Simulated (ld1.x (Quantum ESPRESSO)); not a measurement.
The numbers below are computed, except where a source is named.
## Pseudopotentials across the periodic table

Generated with ld1.x 7.5 (TM, RRKJ, ultrasoft, PAW), atompaw 4.2 or ONCVPSP 4.0.1. The cutoff is in Ry: for ld1.x and atompaw files where the sum of valence levels is converged to 10 mRy in a Bessel basis, for ONCV files where the hardest occupied wave has 1 mHa per electron of residual kinetic energy. The error is the largest all-electron minus pseudo excitation energy over each file’s own four to seven test configurations (ionisations up to +4, promotions, holes and added fractions of an electron), all of which were solved. The labels leave out finer settings (local radius, basis sizes, second energies), which also bear on the numbers. Spin-polarised tests are not counted. The rows are a selection from randomly drawn settings: files with unsolved tests, undetermined cutoffs or missed reference levels are left out.

| element | potential | cutoff (Ry) | largest error (meV) | bound ghosts |
| --- | --- | --- | --- | --- |
| B | RRKJ, PBE, scalar-relativistic, rc 1.30/2.35 (sp), local p, core correction no, reference 2s2 2p1 | 30 | +137 | none |
| N | PAW, PBEsol, scalar-relativistic, rc 1.15/2.00 (sp), local smoothed, core correction yes, reference 2s1.5 2p3.5 | 18 | -8.5 | none |
| F | PAW, LDA (PZ), scalar-relativistic, rc 0.64/1.15/1.05 (spd), local smoothed, core correction yes, reference 2s1.5 2p5.5 | 80 | -5.6 | none |
| Ge | PAW, LDA (PZ), scalar-relativistic, rc 1.95/2.10 (sp), local smoothed, core correction yes, reference 4s2 4p0 | 6 | -115 | none |
| As | RRKJ, PBE, scalar-relativistic, rc 1.40/1.65/1.60 (spd), local smoothed, core correction no, reference 4s2 4p2 | 25 | +222 | none |
| Au | ultrasoft, PBE, scalar-relativistic, rc 2.30/2.85/1.35 (spd), local smoothed, core correction no, reference 5d10 6s1 6p0 | 55 | -47 | none |
| Hg | TM semilocal, PBEsol, scalar-relativistic, rc 1.20/1.10/1.80 (spd), local d, core correction no, reference 5s2 5p6 5d10 6s0 6p0 | 160 | +2341 | none |

Fill in the row for Te: TM, LDA (PZ), fully relativistic, rc 1.45/1.75 (sp), local s, core correction no, reference 5s2 5p3.75.

cutoff 60 Ry, largest error +38 meV, bound ghosts: none.
